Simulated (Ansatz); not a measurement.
Nb₃⁺. The state is a triplet with charge 1. Geometry r2SCAN-D4/def2-TZVP, that of the neutral doublet.

```xyz
3

Nb    0.041   -0.940    0.941
Nb    0.193   -0.424   -1.221
Nb   -0.234    1.365    0.280
```

In the def2 sets Nb takes a core potential; there is no spin–orbit coupling. At PBE0-D4/def2-TZVP the charge 1 triplet is spin-contaminated (final ⟨S²⟩ up to 2.14, 2.00 for a pure state). The structure comes from a short search, and lower isomers may exist.

(1) Estimate the α-spin orbital energies around the gap (eV) in Ansatz with PBE-D4/def2-TZVP, r2SCAN-D4/def2-TZVP, PBE0-D4/def2-TZVP.

## Answers

(1) 
```csv
orbital,PBE-D4/def2-TZVP,r2SCAN-D4/def2-TZVP,PBE0-D4/def2-TZVP
HOMO−5,-9.80,-9.86,-10.48
HOMO−4,-9.45,-9.57,-10.35
HOMO−3,-9.36,-9.53,-10.22
HOMO−2,-9.27,-9.33,-10.02
HOMO−1,-9.10,-9.31,-10.00
HOMO,-9.08,-8.93,-9.66
LUMO,-7.54,-7.38,-6.77
LUMO+1,-7.09,-6.85,-6.29
LUMO+2,-6.94,-6.69,-6.04
LUMO+3,-6.42,-6.20,-5.49
LUMO+4,-6.34,-6.01,-5.30
LUMO+5,-6.18,-5.98,-5.29
β HOMO,-8.89,-8.90,-9.47
β LUMO,-8.50,-8.10,-7.25
```
